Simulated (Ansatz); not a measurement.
Si(PMe2)H3 (C₂H₉PSi). Total charge 0; singlet. Geometry PBE-D4/def2-SVP, basis def2-TZVP, Ansatz.

```tsv
atom	x (Å)	y (Å)	z (Å)
Si1	0.988	0.545	-1.468
P2	-0.703	0.754	0.040
C3	0.303	0.544	1.609
C4	-1.418	-0.973	-0.115
H5	0.962	-0.348	1.602
H6	-0.395	0.461	2.467
H7	0.924	1.448	1.770
H8	-0.662	-1.781	-0.029
H9	-2.176	-1.113	0.682
H10	-1.937	-1.069	-1.089
H11	1.863	1.769	-1.408
H12	0.405	0.437	-2.853
H13	1.845	-0.673	-1.209
```

```csv
run,HOMO (eV),LUMO (eV)
A,-8.73,1.88
B,-6.63,0.25
C,-6.75,0.46
D,-6.23,-0.12
E,-5.75,-0.22
F,-5.64,-0.78
```

HSE06 is defined as in plane-wave codes, on full-range PBE exchange.

Q: The runs used HSE06, LDA (SPW92), PBE0, r2SCAN, r2SCAN0, ωB97M-V. Estimate which is which.

A: A ωB97M-V (range-separated); B PBE0 (25 % exact exchange); C r2SCAN0 (25 % exact exchange); D HSE06 (range-separated); E r2SCAN (0 % exact exchange); F LDA (SPW92) (0 % exact exchange). Exact exchange lowers occupied and raises empty levels; among semilocal functionals meta-GGAs tend to open the gap a little, and such runs are hard to tell apart. The gap grows from 4.86 eV (LDA (SPW92)) to 10.62 eV (ωB97M-V).
